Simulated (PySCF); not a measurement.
# A small calculation by hand: oscillator strength and radiative lifetime

C3HBr2Cl, SMILES C(Cl)=C=C(Br)Br.

Coordinates come from a PBE0-D3(BJ)/def2-SVP optimisation. This is a generated structure with no PubChem entry under its InChIKey; it may be hypothetical.

TDDFT-ωB97X/def2-SVPD (PySCF) puts the first singlet state with f over 0.02 at 6.25 eV (vertical), with the transition dipole (-1.121, 0.136, 0.000) in atomic units.

Question: Find the oscillator strength, the wavelength and the radiative lifetime that this transition would have in vacuum if emission retraced absorption.

Answer: 
|μ|² = 1.2751 au, so |μ| = 2.87 D. ΔE = 6.25/27.211 = 0.2297 hartree. f = (2/3) ΔE |μ|² = 0.195 (the program prints 0.195).
λ = 1239.84/6.25 = 198 nm; ν = 50410 cm⁻¹.
Einstein's coefficient A = 0.6670 ν² f s⁻¹ (ν in cm⁻¹) = 3.3e8 s⁻¹, so τ = 1/A = 3.0 ns. This state is S6; the lower singlets have f = 0.000, 0.000, 0.000, 0.005, 0.004. The figure is the radiative limit of this one transition; relaxation, internal conversion, crossing to triplets and a medium change what is measured.
